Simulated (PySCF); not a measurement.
Polarisability and C₆ of Ba+ (barium, charge +1)

[Xe] 6s1, 2S determinant. Calculation: PySCF 2.14, in aug-cc-pwCVTZ-X2C; the spin-free X2C one-electron Hamiltonian (Gaussian nucleus). Coupled (time-dependent) response in atomic units; α is the mean over directions.

| method | mean α (bohr³) | C₆ (like pair) | S(−4) |
| --- | --- | --- | --- |
| PBEsol | 131.0 | 1427 | 13680 |

S(−4) is the Cauchy moment in α(ω) = α(0) + S(−4) ω² + …

α(iu) at PBEsol:

```csv
u (hartree),α(iu) (bohr³)
0,131.0
0.0500,104.4
0.100,66.97
0.200,32.05
0.300,20.44
0.500,12.19
0.750,8.035
1.00,5.765
1.50,3.392
2.00,2.255
3.00,1.247
5.00,0.5863
```

For an ion, C₆ is the dispersion term alone; charge-induced terms of lower order in 1/R come first.

Spin-orbit coupling, which splits the p, d and f shells strongly at this Z, is absent.
